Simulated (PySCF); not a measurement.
Bond length, frequency and bond energy of TlCl⁺ by level of theory

State: ²Π (doublet), unpaired electrons π ↑. Set-up: Tl def2-SVP with ECP60, Cl def2-SVP; scalar-relativistic core potentials (PySCF 2.14). De refers to Tl⁺ + Cl in their high-spin ground configurations, without counterpoise correction. The functionals are run spin-unrestricted. A positive dipole points towards Cl; it is taken about the centre of mass and depends on that origin.

```tsv
Level	Re (Å)	ωe (cm⁻¹)	De (eV)	μ (D)	CPU s a point (SCF and correlation, without the integrals)
UHF	3.489	69.2	n/a	-1.26	0.06
UHF-MP2	3.287	88.2	n/a	n/a	0.11
UHF-SCS-MP2	3.320	84.8	n/a	n/a	n/a
UHF-CCSD	3.309	86.0	n/a	n/a	n/a
UHF-CCSD(T)	3.287	88.6	n/a	n/a	2.5
PBE	3.160	107	n/a	-0.07	0.4
r²SCAN	3.163	107	n/a	-0.25	0.52
PBE0	3.187	102	n/a	-0.37	0.59
r²SCAN0	3.183	102	n/a	-0.43	0.54
B97-3	3.291	89.9	n/a	-0.63	0.29
BHandHLYP	3.251	93.3	n/a	-0.60	0.3
```

The bond length runs from 3.160 Å (PBE) to 3.489 Å (UHF).

Correlated steps freeze 9 core orbitals. Spin–orbit coupling is left out, which matters for elements this heavy, above all for dissociation energies. The state was picked by a PBE0 search and need not be the measured ground state.

The whole job (state search and all levels along the bond) took about 1.2 min on 1 thread of Arm Neoverse V2 (shared host), peak memory 0.51 GiB.
